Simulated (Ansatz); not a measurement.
Species: H3In, SMILES `[InH3]` with one electron removed (charge 1, multiplicity 2), formula H$_{3}$In.

**Question.** How many basis functions does frozen-core CCSD(T)/def2-TZVPP // PBE0-D4/def2-SVP (Ansatz, a program for electronic structure) use, how many core orbitals are frozen, and how many electrons are correlated?

**Answer.** 92 basis functions and 4 frozen orbitals, which leaves 15 correlated electrons (filled d shells below the valence shell are correlated). Core time is of the order of minutes.
